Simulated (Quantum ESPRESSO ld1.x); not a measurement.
Values are calculated unless marked as measured or tabulated.
Eu12+, configuration [Kr] 4d10 4f3 5s2. Code: ld1.x of Quantum ESPRESSO 7.5. Model: scalar-relativistic Kohn-Sham, LDA (Slater exchange, Perdew-Zunger correlation), spin-polarised, spherical densities, point nucleus; open shells are filled with parallel spins first.

Normalised radial functions P(r) = r R(r), r in bohr:

r           5s up
0.002327   0.1008
0.00303    0.1210
0.003946   0.1430
0.005179   0.1658
0.006744   0.1852
0.008852   0.1978
0.01153    0.1960
0.01501    0.1722
0.0197     0.1158
0.02565    0.0248
0.03367   -0.1004
0.04384   -0.2274
0.05709   -0.3106
0.07493   -0.2827
0.09757   -0.1017
0.1281     0.1995
0.1668     0.4345
0.2172     0.3887
0.285     -0.0308
0.3712    -0.5307
0.4872    -0.6271
0.6344    -0.0858
0.826      0.7143
1.084      1.1394
1.412      0.9137
1.853      0.4095
2.413      0.1009
3.142      0.0118

5s up: eigenvalue -230.73 eV, 4 radial nodes at r = 0.0272, 0.108, 0.281, 0.653 bohr, <r> = 1.16 bohr, 90 % of the charge inside 1.62 bohr.
